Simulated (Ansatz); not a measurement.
`Cc1ccccc1C` → `Cc1ccc(C)cc1`  (isomerisation)

Computed with Ansatz on PBE0-D4/def2-TZVP structures; ΔE is electronic, products minus reactants. CCSD(T)/CBS is the MP2 limit (def2-TZVPP, def2-QZVPP) plus CCSD(T) − MP2 in def2-TZVPP, frozen cores.

```csv
species,SCS-MP2/def2-QZVPP energy (Eh)
`Cc1ccccc1C`,-310.27370
`Cc1ccc(C)cc1`,-310.27321
```

Question: Work out ΔE.

Answer: ΔE = (-310.27321) − (-310.27370) = 0.00049 Eh = +1.3 kJ/mol. CCSD(T)/CBS gives +2.1 kJ/mol.

Largest T1 diagnostic among the species: 0.010.

Leaving LDA and LC-ωPBE aside and taking each functional with its dispersion term where it has one, the values, not all of them listed here, spread over 2.2 kJ/mol, from B2PLYP to B97M-V. LDA lies +4.2 kJ/mol from PBE without D4. In def2-TZVPP, CCSD(T) changes the Hartree–Fock value by +4.0 kJ/mol (the triples alone add +0.5 kJ/mol) and MP2 by +4.7 kJ/mol.
